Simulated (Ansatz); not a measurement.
Wavefunction ladder for `CC(C)OB(N)F`

```xyz
16

C    -0.7874   -0.6318    1.4357
C    -0.3617    0.4772    0.4957
C     0.3435    1.6064    1.2125
O     0.5423   -0.0394   -0.4793
B     0.1038   -0.6289   -1.6210
N     1.0125   -1.1617   -2.5454
F    -1.2140   -0.7069   -1.8889
H     0.0859   -1.0592    1.9350
H    -1.4686   -0.2478    2.1987
H    -1.3006   -1.4265    0.8906
H    -1.2471    0.8705   -0.0167
H     0.6454    2.3818    0.5064
H    -0.3145    2.0550    1.9599
H     1.2382    1.2339    1.7174
H     2.0041   -1.1297   -2.3992
H     0.7182   -1.5931   -3.4013
```

The species carries charge 0 and has multiplicity 1. The structure was optimised at the PBE0-D4/def2-TZVP level. It is one conformer, not always the lowest. Frozen core, restricted reference, Ansatz 0.2.0. CBS rows extrapolate triple and quadruple zeta; past MP2 they add the triple-zeta difference.

```tsv
basis	HF (Eh)	MP2 corr.	CCSD corr.	(T)	CCSD(T) total
def2-SVP	-372.17316	-1.04424	-1.10512	-0.02820	-373.30648
def2-TZVPP	-372.61092	-1.31254	-1.35818	-0.04957	-374.01867
def2-QZVPP	-372.62837	-1.41075	–	–	–
CBS(def2)	-372.63077	-1.48349	-1.52913	as TZ	-374.20947
```
